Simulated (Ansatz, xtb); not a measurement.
## Ranking isomers of C5H8O2S

5 gas-phase structures of C5H8O2S, from a drawn sample of its isomers (lower ones may exist). Each was relaxed with GFN2-xTB; where two conformers were screened, the lower at r2SCAN-D4/def2-SVP//GFN2-xTB is listed:

A. `C=C(O)C(=S)[C@@H](C)O`, a singlet
B. `CC(=O)C(=S)[C@@H](C)O`, a singlet
C. `CC(=O)C(S)C(C)=O`, a singlet
D. `CC(=O)/C(S)=C(\C)O`, a singlet
E. `CC(=O)/C(S)=C(/C)O`, a singlet

Question: Which do you expect lowest at r2SCAN-D4/def2-SVP//GFN2-xTB, and how would the others follow?

Answer: Calculated order at r2SCAN-D4/def2-SVP//GFN2-xTB: C (0.000), D (0.169), E (0.231), B (0.567), A (0.764) eV.

Energies above the lowest of each column, in eV; the last columns are at r2SCAN-D4/def2-SVP geometries:

```csv
structure,GFN2-xTB,HF/STO-3G,r2SCAN-D4/def2-SVP//GFN2-xTB,r2SCAN-D4/def2-SVP,CCSD(T)/def2-SVP + ΔMP2/def2-TZVPP
C,0.000,0.000,0.000,0.000,0.000
D,0.035,0.614,0.169,0.172,0.242
E,0.038,0.496,0.231,0.237,0.338
B,0.516,0.728,0.567,0.553,0.451
A,0.696,1.563,0.764,0.781,0.658
```

Every level run on C puts it lowest or level with the lowest. Flexible structures stand in one conformer each, not always the lowest. Frequencies (GFN2-xTB) were run for A, B, C, E alone. The ΔMP2 step shifts differences by up to 0.313 eV, which makes them less sure. ΔMP2 is the change of the MP2 energy from the smaller to the larger basis.

Over these structures GFN2-xTB departs from r2SCAN-D4/def2-SVP//GFN2-xTB by 0.059 eV on average once a common shift is removed. A GFN2-xTB relaxation took about 0.59 s and the r2SCAN-D4/def2-SVP//GFN2-xTB energy about 6.6 s on a shared host (Ansatz 0.2.0, xtb 6.7.1).
